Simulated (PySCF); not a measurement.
Isomers of [C7H13NP]+.

All values: PBE0/pcSseg-1 (PySCF) at GFN2-xTB geometries, gas phase, one conformer each.

Question: Rank by HOMO–LUMO gap, lowest first.
A. `[CH3:1][CH2:2][P+:3]1([NH:4][CH3:5])[CH:6]=[CH:7][CH:8]=[CH:9]1` (charge +1) with C1–C2–P3–N4 174°, C2–P3–N4–C5 180°
B. `[CH3:1][CH2:2][P@H+:3]([CH2:4][C:5]#[N:6])[CH:7]1[CH2:8][CH2:9]1` (charge +1) with C1–C2–P3–C4 -175°, C2–P3–C4–C5 58°, C2–P3–C7–C8 -158°
C. `[CH3:1][CH2:2][P+:3]1([CH2:4][C:5]#[N:6])[CH2:7][CH2:8][CH2:9]1` (charge +1) with C1–C2–P3–C4 -56°, C2–P3–C4–C5 -56°, C2–P3–C7–C8 -130°, P3–C7–C8–C9 14°, C7–C8–C9–P3 -14°, C2–P3–C9–C8 129°
D. `[CH3:1][NH:2][P+:3]1([CH3:4])[CH:5]=[CH:6][CH2:7][CH:8]=[CH:9]1` (charge +1) with C1–N2–P3–C4 -55°
E. `[CH2:1]=[CH:2][P@@H+:3]([CH2:4][C:5]#[N:6])[CH2:7][CH2:8][CH3:9]` (charge +1) with C1–C2–P3–C4 123°, C2–P3–C4–C5 67°, C2–P3–C7–C8 -179°, P3–C7–C8–C9 -172°

Answer: A (4.88 eV), D (6.71 eV), E (7.46 eV), C (8.78 eV), B (9.05 eV).

All values together:

```
             SMILES  HOMO (eV)  LUMO (eV)  lowest IAO charge (e)  highest IAO charge (e)  lowest Hirshfeld charge (e)  highest Hirshfeld charge (e)
C=CC[P@@H+](C)CCC#N     -11.91      -4.38             -0.641 (C)              +1.060 (P)                   -0.175 (N)                    +0.471 (P)
CC[P@H+](CC#N)C1CC1     -13.48      -4.43             -0.496 (C)              +1.083 (P)                   -0.155 (N)                    +0.482 (P)
C=C[P@@H+](CC#N)CCC     -13.18      -5.73             -0.493 (C)              +1.078 (P)                   -0.154 (N)                    +0.480 (P)
 CN[P+]1(C)C=CCC=C1     -11.70      -4.99             -0.655 (C)              +1.362 (P)                   -0.162 (N)                    +0.486 (P)
  CC[P+]1(CC#N)CCC1     -13.62      -4.84             -0.491 (C)              +1.170 (P)                   -0.156 (N)                    +0.489 (P)
 CC[P+]1(NC)C=CC=C1     -11.66      -6.78             -0.600 (N)              +1.329 (P)                   -0.153 (N)                    +0.494 (P)
```

Conformers: `[CH2:1]=[CH:2][CH2:3][P@@H+:4]([CH3:5])[CH2:6][CH2:7][C:8]#[N:9]` (charge +1) with C1–C2–C3–P4 116°, C2–C3–P4–C5 174°, C3–P4–C6–C7 -176°, P4–C6–C7–C8 -40°; `[CH3:1][CH2:2][P@H+:3]([CH2:4][C:5]#[N:6])[CH:7]1[CH2:8][CH2:9]1` (charge +1) with C1–C2–P3–C4 -175°, C2–P3–C4–C5 58°, C2–P3–C7–C8 -158°; `[CH2:1]=[CH:2][P@@H+:3]([CH2:4][C:5]#[N:6])[CH2:7][CH2:8][CH3:9]` (charge +1) with C1–C2–P3–C4 123°, C2–P3–C4–C5 67°, C2–P3–C7–C8 -179°, P3–C7–C8–C9 -172°; `[CH3:1][NH:2][P+:3]1([CH3:4])[CH:5]=[CH:6][CH2:7][CH:8]=[CH:9]1` (charge +1) with C1–N2–P3–C4 -55°; `[CH3:1][CH2:2][P+:3]1([CH2:4][C:5]#[N:6])[CH2:7][CH2:8][CH2:9]1` (charge +1) with C1–C2–P3–C4 -56°, C2–P3–C4–C5 -56°, C2–P3–C7–C8 -130°, P3–C7–C8–C9 14°, C7–C8–C9–P3 -14°, C2–P3–C9–C8 129°; `[CH3:1][CH2:2][P+:3]1([NH:4][CH3:5])[CH:6]=[CH:7][CH:8]=[CH:9]1` (charge +1) with C1–C2–P3–N4 174°, C2–P3–N4–C5 180°.
